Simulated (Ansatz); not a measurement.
Isolated molecules relaxed with PBE0-D4/def2-TZVP in Ansatz; ΔE leaves out vibrations. CCSD(T)/CBS adds triple-zeta CCSD(T) − MP2 to the extrapolated MP2 energy (def2 sets, frozen cores). Functionals use def2-TZVPP. B3LYP here is the variant with VWN-RPA as its local correlation; programs differ in this. For Se outer-core shells are correlated without core-valence functions, which leaves a few kJ/mol of doubt a bond. Scalar relativity is left out up to krypton. Each species was taken in one conformer, which may not be the lowest.

Reaction (substitution at a C–C bond): `CC(C)=[Se]` + `[OH][AlH][SH]` → `C[S][AlH][OH]` + `CC=[Se]`

`CC(C)=[Se]`:

Cartesian coordinates in Å:
```
C -0.158 0.682 1.064
C 0.131 0.445 -0.377
C 0.070 -0.977 -0.814
Se 0.521 1.758 -1.490
H -0.100 1.736 1.326
H -1.155 0.299 1.312
H 0.548 0.115 1.684
H -0.923 -1.390 -0.601
H 0.288 -1.090 -1.873
H 0.779 -1.577 -0.231
```

`[OH][AlH][SH]`:

Z-matrix (Å, degrees):
```
Al
S 1 2.186
O 1 1.690 2 122.3
H 1 1.569 2 119.3 3 -179.9
H 2 1.344 1 94.2 3 -0.1
H 3 0.955 1 126.2 2 0.1
```

`C[S][AlH][OH]`:

Z-matrix (Å, degrees):
```
C
S 1 1.823
H 1 1.090 2 111.8
H 1 1.089 2 108.8 3 120.5
H 1 1.089 2 108.7 3 -120.4
Al 2 2.172 1 100.3 3 -0.7
O 6 1.690 2 120.9 1 180.0
H 6 1.575 2 120.1 1 -0.1
H 7 0.955 6 125.0 2 -0.1
```

`CC=[Se]`:

Z-matrix (Å, degrees):
```
C
C 1 1.478
H 1 1.097 2 109.8
H 1 1.097 2 109.8 3 115.9
H 1 1.089 2 112.1 3 -122.0
Se 2 1.752 1 126.4 3 122.0
H 2 1.090 1 115.4 3 -58.0
```

| level | ΔE (kcal/mol) | difference from CCSD(T)/CBS |
| --- | --- | --- |
| PBE-D4 | 9.3 | -0.5 |
| r2SCAN-D4 | 10.3 | 0.5 |
| PBE0-D4 | 9.8 | 0.0 |
| B3LYP-D4 | 9.5 | -0.3 |
| ωB97X-V | 9.8 | 0.0 |
| ωB97M-V | 9.9 | 0.1 |
| B2PLYP | 9.5 | -0.3 |
| PBE | 8.9 | -0.9 |
| r2SCAN | 10.2 | 0.4 |
| PBE0 | 9.5 | -0.3 |
| B3LYP | 9.0 | -0.8 |
| HF/def2-TZVPP | 9.8 | 0.0 |
| MP2/def2-TZVPP | 10.6 | 0.8 |
| SCS-MP2/def2-TZVPP | 9.9 | 0.1 |
| CCSD/def2-TZVPP | 10.2 | 0.4 |
| CCSD(T)/def2-TZVPP | 10.1 | 0.3 |
| HF/def2-QZVPP | 9.8 | 0.0 |
| MP2/def2-QZVPP | 10.4 | 0.6 |
| SCS-MP2/def2-QZVPP | 9.7 | -0.1 |
| HF/CBS(def2) | 9.7 | -0.1 |
| MP2/CBS(def2) | 10.3 | 0.5 |
| CCSD/CBS(def2) | 9.9 | 0.1 |
| CCSD(T)/CBS | 9.8 | 0 |

Largest T1 diagnostic among the species: 0.016.
